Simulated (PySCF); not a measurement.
CH5FSi2, CH2FOSi, C2H6BF (calculated)

Computed with PySCF 2.14.0. Calculation on a computer-drawn molecule: the log of a Hartree-Fock and frozen-core CCSD(T) single point meant for a local Hartree-Fock minimum, with one planted fault or none, to be diagnosed. Offsets are logged minus clean, where the clean run is the same molecule without the fault. The reference is restricted for singlets and unrestricted otherwise, and also for a bond in bohr or an excited solution. Adding or removing an electron swaps singlet and doublet. The excited solution moves the top pair (singlet) or top alpha electron (doublet) to the lowest empty orbital. Highest occupied and lowest empty are orbital energies over both spins, largest force is the largest gradient component, triples share is (T) over the correlation energy, the T1 limit is 0.02 restricted and 0.045 unrestricted, electrons count all cores, a negative frequency is imaginary (commonest isotopes), and the dipole is about the centre of nuclear charge.

Common to all runs: meant multiplicity 1; logged SCF converged yes; logged CC converged yes; logged SCF stable within its kind yes; possible faults no fault, one electron removed, one electron added, multiplicity raised by two, geometry at a saddle point, SCF held on an excited solution, minimal basis STO-3G, one bond length entered in bohr, all coordinates scaled.

```json
{"entry": 1, "formula": "CH5FSi2", "logged_structure": {"atoms_angstrom": [["C", -3.3886, 0.5623, 2.5115], ["Si", -2.8129, 0.4202, 0.9187], ["Si", -0.633, -0.3392, 0.5183], ["F", -0.6773, -1.6538, -0.4297], ["H", -2.7837, 0.2737, 3.3645], ["H", -4.378, 0.9343, 2.7552], ["H", -3.6466, 0.818, -0.231], ["H", 0.1854, 0.6634, -0.188], ["H", -0.0003, -0.714, 1.7951]]}, "given": {"meant_charge": 0, "meant_basis": "cc-pV(D+d)Z", "logged_electrons": 49, "logged_basis_functions": 99, "logged_spin_squared": 0.7857, "logged_highest_occupied [eV]": 0.20294, "logged_lowest_empty [eV]": 7.9635, "logged_largest_force [hartree/bohr]": 0.051686, "logged_T1_diagnostic": 0.017427, "logged_D1_diagnostic": 0.072145, "logged_triples_share": 0.026013, "logged_dipole_magnitude [debye]": 2.9168, "logged_energy_HF [hartree]": -718.05974, "logged_energy_CCSD(T) [hartree]": -718.65026, "drawn_bonds_atom": [1, 2, 3, 1, 1, 2, 3, 3], "drawn_bonds_other_atom": [2, 3, 4, 5, 6, 7, 8, 9], "drawn_bonds_order": [2, 1, 1, 1, 1, 1, 1, 1]}, "results": {"planted_fault": "one electron added", "HF_energy_offset_from_clean_run [kcal/mol]": 19.7, "CCSD(T)_energy_offset_from_clean_run [kcal/mol]": 15.57}, "notes": ["highest electron not bound in this basis"]}
{"entry": 2, "formula": "CH5FSi2", "logged_structure": {"atoms_angstrom": [["C", -3.3886, 0.5623, 2.5115], ["Si", -2.8129, 0.4202, 0.9187], ["Si", -0.633, -0.3392, 0.5183], ["F", -0.6773, -1.6538, -0.4297], ["H", -2.7837, 0.2737, 3.3645], ["H", -4.378, 0.9343, 2.7552], ["H", -3.6466, 0.818, -0.231], ["H", 0.1854, 0.6634, -0.188], ["H", -0.0003, -0.714, 1.7951]]}, "given": {"meant_charge": 0, "meant_basis": "cc-pV(D+d)Z", "logged_electrons": 48, "logged_basis_functions": 33, "logged_spin_squared": 0.0, "logged_highest_occupied [eV]": -5.7471, "logged_lowest_empty [eV]": 7.2358, "logged_largest_force [hartree/bohr]": 0.043952, "logged_T1_diagnostic": 0.011575, "logged_D1_diagnostic": 0.044591, "logged_triples_share": 0.015891, "logged_dipole_magnitude [debye]": 0.96688, "logged_energy_HF [hartree]": -709.48553, "logged_energy_CCSD(T) [hartree]": -709.70991, "drawn_bonds_atom": [1, 2, 3, 1, 1, 2, 3, 3], "drawn_bonds_other_atom": [2, 3, 4, 5, 6, 7, 8, 9], "drawn_bonds_order": [2, 1, 1, 1, 1, 1, 1, 1]}, "results": {"planted_fault": "minimal basis STO-3G", "HF_energy_offset_from_clean_run [kcal/mol]": 5400, "CCSD(T)_energy_offset_from_clean_run [kcal/mol]": 5626}}
{"entry": 3, "formula": "CH2FOSi", "logged_structure": {"atoms_angstrom": [["C", 1.6286, -0.2589, -0.8755], ["Si", -0.0382, -0.667, -0.7783], ["O", -1.32, -0.2087, -1.4721], ["F", -0.2715, -1.8316, 0.3375], ["H", 1.9921, 0.497, -1.5605], ["H", 2.3686, -0.7465, -0.253]]}, "given": {"meant_charge": -1, "meant_basis": "aug-cc-pV(D+d)Z", "logged_electrons": 40, "logged_basis_functions": 26, "logged_spin_squared": 0.0, "logged_highest_occupied [eV]": 2.7317, "logged_lowest_empty [eV]": 16.282, "logged_largest_force [hartree/bohr]": 0.060046, "logged_T1_diagnostic": 0.021814, "logged_D1_diagnostic": 0.09417, "logged_triples_share": 0.071377, "logged_dipole_magnitude [debye]": 2.0246, "logged_energy_HF [hartree]": -495.78745, "logged_energy_CCSD(T) [hartree]": -495.97865, "drawn_bonds_atom": [1, 2, 2, 1, 1], "drawn_bonds_other_atom": [2, 3, 4, 5, 6], "drawn_bonds_order": [2, 1, 1, 1, 1]}, "results": {"planted_fault": "minimal basis STO-3G", "HF_energy_offset_from_clean_run [kcal/mol]": 4138, "CCSD(T)_energy_offset_from_clean_run [kcal/mol]": 4455}, "notes": ["T1 above single-reference limit", "highest electron not bound in this basis"]}
{"entry": 4, "formula": "C2H6BF", "logged_structure": {"atoms_angstrom": [["C", -1.42, 1.5702, 0.5149], ["B", -1.7493, 1.2334, -0.9866], ["C", -1.0617, 0.0959, -1.8291], ["F", -2.6896, 1.9722, -1.5971], ["H", -2.2481, 2.0639, 1.0277], ["H", -0.5695, 2.2653, 0.5249], ["H", -1.1102, 0.6906, 1.0844], ["H", -0.044, -0.1216, -1.4968], ["H", -1.6438, -0.8248, -1.6873], ["H", -1.0579, 0.3117, -2.8997]]}, "given": {"meant_charge": 0, "meant_basis": "cc-pVDZ", "logged_electrons": 31, "logged_basis_functions": 86, "logged_spin_squared": 0.7734, "logged_highest_occupied [eV]": -20.383, "logged_lowest_empty [eV]": -9.3386, "logged_largest_force [hartree/bohr]": 0.10104, "logged_T1_diagnostic": 0.023536, "logged_D1_diagnostic": 0.13058, "logged_triples_share": 0.027999, "logged_dipole_magnitude [debye]": 3.438, "logged_energy_HF [hartree]": -203.04574, "logged_energy_CCSD(T) [hartree]": -203.65224, "drawn_bonds_atom": [1, 2, 2, 1, 1, 1, 3, 3, 3], "drawn_bonds_other_atom": [2, 3, 4, 5, 6, 7, 8, 9, 10], "drawn_bonds_order": [1, 1, 1, 1, 1, 1, 1, 1, 1]}, "results": {"planted_fault": "one electron removed", "HF_energy_offset_from_clean_run [kcal/mol]": 248.9, "CCSD(T)_energy_offset_from_clean_run [kcal/mol]": 255.1}}
{"entry": 5, "formula": "C2H6BF", "logged_structure": {"atoms_angstrom": [["C", -1.42, 1.5702, 0.5149], ["B", -1.7493, 1.2334, -0.9866], ["C", -1.0617, 0.0959, -1.8291], ["F", -2.6896, 1.9722, -1.5971], ["H", -2.2481, 2.0639, 1.0277], ["H", 0.1872, 2.8837, 0.5339], ["H", -1.1102, 0.6906, 1.0844], ["H", -0.044, -0.1216, -1.4968], ["H", -1.6438, -0.8248, -1.6873], ["H", -1.0579, 0.3117, -2.8997]]}, "given": {"meant_charge": 0, "meant_basis": "cc-pVDZ", "logged_electrons": 32, "logged_basis_functions": 86, "logged_spin_squared": 0.7196, "logged_highest_occupied [eV]": -11.528, "logged_lowest_empty [eV]": 1.9866, "logged_largest_force [hartree/bohr]": 0.017684, "logged_T1_diagnostic": 0.05176, "logged_D1_diagnostic": 0.25977, "logged_triples_share": 0.03001, "logged_dipole_magnitude [debye]": 1.5837, "logged_energy_HF [hartree]": -203.31933, "logged_energy_CCSD(T) [hartree]": -203.93092, "drawn_bonds_atom": [1, 2, 2, 1, 1, 1, 3, 3, 3], "drawn_bonds_other_atom": [2, 3, 4, 5, 6, 7, 8, 9, 10], "drawn_bonds_order": [1, 1, 1, 1, 1, 1, 1, 1, 1]}, "results": {"planted_fault": "one bond length entered in bohr, row 5 of the drawn bonds", "HF_energy_offset_from_clean_run [kcal/mol]": 77.22, "CCSD(T)_energy_offset_from_clean_run [kcal/mol]": 80.26}, "notes": ["T1 above single-reference limit"]}
```
